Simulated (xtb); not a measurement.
xtb input (GFN2-xTB):

```bash
xtb mol.xyz --gfn 2 --ohess tight --chrg -1 --uhf 0
```
mol.xyz:
```
12

Si    -0.00053622     0.05639763     0.11233708
O     -1.37531160    -0.94988763    -0.40176700
C     -2.54731236    -0.31975044     0.14050422
O      1.45886274    -0.61077006    -0.56809521
C      2.50799553     0.16775358    -0.07142177
H     -0.12024355     1.39519522    -0.33764362
H     -3.42138044    -0.95708287    -0.12060225
H     -2.48635239    -0.36967994     1.32781468
H     -2.64563709     0.67416109    -0.15083573
H      3.50968065    -0.29649227    -0.50899771
H      2.49350566     1.22275798    -0.48557447
H      2.66407781     0.11310341     1.03586812
```

Output:

```
           -------------------------------------------------
          |                Calculation Setup                |
           -------------------------------------------------

           -------------------------------------------------
          |                 G F N 2 - x T B                 |
           -------------------------------------------------

        Reference                      10.1021/acs.jctc.8b01176
      * Hamiltonian:
        H0-scaling (s, p, d)           1.850000    2.230000    2.230000
        zeta-weighting                 0.500000
      * Dispersion:
        s8                             2.700000
        a1                             0.520000
        a2                             5.000000
        s9                             5.000000
      * Repulsion:
        kExp                           1.500000    1.000000
        rExp                           1.000000
      * Coulomb:
        alpha                          2.000000
        third order                    shell-resolved
        anisotropic                    true
        a3                             3.000000
        a5                             4.000000
        cn-shift                       1.200000
        cn-exp                         4.000000
        max-rad                        5.000000

          ...................................................
          :                      SETUP                      :
          :.................................................:
          :  # basis functions                  33          :
          :  # atomic orbitals                  32          :
          :  # shells                           18          :
          :  # electrons                        32          :
          :  max. iterations                   250          :
          :  Hamiltonian                  GFN2-xTB          :
          :  restarted?                      false          :
          :  GBSA solvation                  false          :
          :  PC potential                    false          :
          :  electronic temp.          300.0000000     K    :
          :  accuracy                    1.0000000          :
          :  -> integral cutoff          0.2500000E+02      :
          :  -> integral neglect         0.1000000E-07      :
          :  -> SCF convergence          0.1000000E-05 Eh   :
          :  -> wf. convergence          0.1000000E-03 e    :
          :  Broyden damping             0.4000000          :
          :  net charge                         -1          :
          :  unpaired electrons                  0          :
          ...................................................

 iter      E             dE          RMSdq      gap      omega  full diag
   1    -17.8602935 -0.178603E+02  0.143E+01    3.73       0.0  T
   2    -17.9868853 -0.126592E+00  0.109E+01    3.73       1.0  T
   3    -17.9891186 -0.223329E-02  0.338E+00    3.83       1.0  T
   4    -17.9933172 -0.419857E-02  0.997E-01    3.85       1.0  T
   5    -17.9934166 -0.994098E-04  0.242E-01    3.82       1.0  T
   6    -17.9934999 -0.832880E-04  0.132E-01    3.81       1.0  T
[...]
     5   6 C       10   1 H                                       1.0995164
     5   6 C       11   1 H                                       1.1050986
     5   6 C       12   1 H                                       1.1053941

 * 2 distinct bonds (by element types)

   Z      Z             #   av. dist./Å        max./Å        min./Å
   1 H    6 C           6     1.1032875     1.1053941     1.0994288
   6 C    8 O           2     1.3466656     1.3466753     1.3466558

           -------------------------------------------------
          |               Frequency Printout                |
           -------------------------------------------------
 projected vibrational frequencies (cm⁻¹)
eigval :       -0.00    -0.00    -0.00     0.00     0.00     0.00
eigval :       98.26   105.17   142.69   155.64   159.99   297.26
eigval :      326.63   618.71   642.06   746.30   754.92  1152.23
eigval :     1174.10  1180.21  1184.02  1187.91  1195.85  1444.79
eigval :     1447.03  1499.68  1508.10  1536.09  1547.73  1552.16
eigval :     2755.86  2757.05  2807.56  2810.17  2873.82  2878.83
 reduced masses (amu)
   1: 12.74   2: 12.34   3: 17.09   4: 12.97   5: 18.24   6: 15.81   7:  5.54   8: 13.12
   9:  3.94  10: 14.35  11:  8.22  12: 11.51  13: 13.82  14: 20.04  15: 19.89  16:  3.03
  17:  4.39  18: 12.65  19:  9.36  20:  4.32  21:  4.71  22:  5.03  23:  7.92  24:  2.17
  25:  2.23  26:  1.67  27:  1.58  28:  1.82  29:  1.57  30:  1.62  31:  1.83  32:  1.83
  33:  1.66  34:  1.68  35:  1.39  36:  1.38
 IR intensities (km·mol⁻¹)
   1:  3.00   2:  1.80   3:  8.89   4:  0.93   5: 10.67   6:  7.82   7:  0.51   8: 10.59
   9:  0.92  10:  5.12  11:  0.18  12:  0.58  13: 16.02  14:206.22  15:227.85  16:151.57
  17:231.19  18:380.50  19: 13.62  20: 10.61  21: 31.64  22: 16.04  23: 34.19  24: 21.57
  25: 26.56  26:156.57  27:  6.04  28:586.44  29:  0.21  30:135.23  31: 76.46  32:277.42
  33: 40.03  34:251.83  35:359.71  36: 19.28
 Raman intensities (Ä⁴*amu⁻¹)
   1:  0.00   2:  0.00   3:  0.00   4:  0.00   5:  0.00   6:  0.00   7:  0.00   8:  0.00
   9:  0.00  10:  0.00  11:  0.00  12:  0.00  13:  0.00  14:  0.00  15:  0.00  16:  0.00
  17:  0.00  18:  0.00  19:  0.00  20:  0.00  21:  0.00  22:  0.00  23:  0.00  24:  0.00
  25:  0.00  26:  0.00  27:  0.00  28:  0.00  29:  0.00  30:  0.00  31:  0.00  32:  0.00
  33:  0.00  34:  0.00  35:  0.00  36:  0.00
 output can be read by thermo (or use thermo option).
 writing <g98.out> molden fake output.
 recommended (thermochemical) frequency scaling factor: 1.0
           -------------------------------------------------
          |             Thermodynamic Functions             |
           -------------------------------------------------

cs  symmetry found (for desy threshold:  0.10E+00) used in thermo

          ...................................................
          :                      SETUP                      :
          :.................................................:
Note: The following floating-point exceptions are signalling: IEEE_UNDERFLOW_FLAG IEEE_DENORMAL
normal termination of xtb
          :  # frequencies                          30      :
          :  # imaginary freq.                       0      :
          :  linear?                             false      :
          :  only rotor calc.                    false      :
          :  symmetry                               cs      :
          :  rotational number                       1      :
          :  scaling factor                  1.0000000      :
          :  rotor cutoff                   50.0000000 cm⁻¹ :
          :  imag. cutoff                  -20.0000000 cm⁻¹ :
          :.................................................:

    mode    ω/cm⁻¹     T·S(HO)/kcal·mol⁻¹    T·S(FR)/kcal·mol⁻¹   T·S(vib)
   ------------------------------------------------------------------------
       1     98.26    -1.04008 ( 93.72%)    -0.85612 (  6.28%)    -1.02852
       2    105.17    -1.00063 ( 95.14%)    -0.83602 (  4.86%)    -0.99263
       3    142.69    -0.82512 ( 98.51%)    -0.74571 (  1.49%)    -0.82394
       4    155.64    -0.77582 ( 98.95%)    -0.71999 (  1.05%)    -0.77523
       5    159.99    -0.76024 ( 99.06%)    -0.71182 (  0.94%)    -0.75979
       6    297.26    -0.42703 ( 99.92%)    -0.52838 (  0.08%)    -0.42711
   ------------------------------------------------------------------------

   temp. (K)  partition function   enthalpy   heat capacity  entropy
                                   cal/mol     cal/K/mol   cal/K/mol   J/K/mol
 298.15  VIB   93.0                 3018.300     18.002     19.058
         ROT  0.108E+06              888.752      2.981     26.021
         INT  0.101E+08             3907.052     20.983     45.079
         TR   0.842E+27             1481.254      4.968     39.424
         TOT                        5388.3063    25.9510    84.5034   353.5622

       T/K    H(0)-H(T)+PV         H(T)/Eh          T*S/Eh         G(T)/Eh
   ------------------------------------------------------------------------
    298.15    0.858681E-02    0.963893E-01    0.401503E-01    0.562390E-01
   ------------------------------------------------------------------------

         :::::::::::::::::::::::::::::::::::::::::::::::::::::
         ::                  THERMODYNAMIC                  ::
         :::::::::::::::::::::::::::::::::::::::::::::::::::::
         :: total free energy         -17.859654043415 Eh   ::
         ::.................................................::
         :: total energy              -17.915893071594 Eh   ::
         :: zero point energy           0.087802509579 Eh   ::
         :: G(RRHO) w/o ZPVE           -0.031563481401 Eh   ::
         :: G(RRHO) contrib.            0.056239028179 Eh   ::
         :::::::::::::::::::::::::::::::::::::::::::::::::::::

optimized geometry written to: xtbopt.xyz

           -------------------------------------------------
          | TOTAL ENERGY              -17.915893071594 Eh   |
          | TOTAL ENTHALPY            -17.819503749290 Eh   |
          | TOTAL FREE ENERGY         -17.859654043415 Eh   |
          | GRADIENT NORM               0.000236971860 Eh/α |
          | HOMO-LUMO GAP               3.887121653919 eV   |
           -------------------------------------------------

------------------------------------------------------------------------
------------------------------------------------------------------------
 total:
 SCF:
 ANC optimizer:
 analytical hessian:
```

It need not be the lowest isomer of its formula. Whether it binds its extra electron was not tested at this geometry.
